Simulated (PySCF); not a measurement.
This PySCF input asks for the NMR shieldings of `CC[P@](=O)([O-])CC(F)(F)F`, [C₄H₇F₃O₂P]-; the geometry comes from GFN2-xTB.

```python
import basis_set_exchange as bse
import numpy as np
from pyscf import gto, dft
from pyscf.prop import nmr

atoms = """
C    -1.916202    0.392919    0.773219
C    -0.966054   -0.773493    0.952388
P    -0.062427   -1.214588   -0.613820
O    -1.028519   -1.304517   -1.741387
O     0.891612   -2.322619   -0.361908
C     0.929167    0.378557   -0.957797
C     1.892542    0.794057    0.088838
F     2.776997   -0.130129    0.461999
F     2.667947    1.858615   -0.321932
F     1.318111    1.248929    1.221179
H    -2.433186    0.278251   -0.177465
H    -1.372858    1.336158    0.762699
H    -2.654471    0.433346    1.576451
H    -1.522922   -1.691429    1.167328
H    -0.265243   -0.613521    1.771044
H     0.252007    1.204248   -1.166389
H     1.486501    0.137247   -1.864522
"""
names = dict.fromkeys(["C", "P", "O", "F", "H"], "pcSseg-1")
basis = {el: gto.basis.parse(bse.get_basis(n, elements=[el], fmt="nwchem")) for el, n in names.items()}
mol = gto.M(atom=atoms, basis=basis, charge=-1, verbose=0)
mf = dft.RKS(mol, xc="PBE0")
mf.grids.level = 2
mf.grids.alignment = dft.numint.BLKSIZE   # the property module wants whole blocks of grid points
mf.conv_tol = 1e-9
mf.kernel()

calc = nmr.RKS(mf)   # GIAO
C = mf.mo_coeff
Co = C[:, mf.mo_occ > 0]
resp = mf.gen_response(singlet=True, hermi=2)
def vind(x):   # induced exchange potential for any number of trial vectors
    d = np.einsum("pi,xij,qj->xpq", C, 2 * x.reshape(-1, C.shape[1], Co.shape[1]), Co, optimize=True)
    return np.einsum("xpq,pi,qj->xij", resp(d - d.transpose(0, 2, 1)), C, Co, optimize=True).ravel()
mo1, _ = nmr.rhf.solve_mo1(calc, with_cphf=vind)
sigma = calc.kernel(mo1)
for i, s in enumerate(sigma):   # ppm
    print("%2d %-2s %9.2f" % (i, mol.atom_pure_symbol(i), np.trace(s) / 3))
```

Question: Give the expected output.

Answer: 
```
 0 C     175.03
 1 C     156.63
 2 P     322.64
 3 O     173.66
 4 O     157.71
 5 C     147.67
 6 C      48.74
 7 F     253.45
 8 F     226.12
 9 F     256.81
10 H      30.17
11 H      31.03
12 H      31.03
13 H      31.02
14 H      30.32
15 H      29.67
16 H      30.05
```

These numbers come from an equivalent density-fitted implementation of the same equations, which agrees with the script to about 0.01 ppm for H and up to a few tenths of a ppm for heavy atoms, so last digits may differ.

Question: Turn these shieldings into chemical shifts. δ = σ(ref) − σ, references computed at the same level: 13C (186.93 ppm) and 1H (31.72 ppm) against TMS; 31P (318.38 ppm) against H3PO4; 17O (336.08 ppm) vs H2O; 19F (170.95 ppm) against CFCl3.

Answer: Averaging equivalent atoms: C 6: 138.2; C 5: 39.3; C 1: 30.3; C 0: 11.9; P 2: -4.3; O 4: 178.4; O 3: 162.4; F 7/8/9: -74.5; H 15: 2.05; H 16: 1.66; H 14: 1.39; H 10/11/12: 0.97; H 13: 0.69 ppm. Unscaled 19F shifts against computed CFCl3 carry errors that often reach 10 to 50 ppm. Experimental scales use liquid or dissolved standards, which lie at an offset from isolated H2O (liquid H2O: subtract about 36 ppm) and H3PO4.

Size and cost of the density-fitted run: 212 basis functions, 43 s wall time on 1 thread of an Arm Neoverse V1, shared host; peak memory 0.94 GiB.
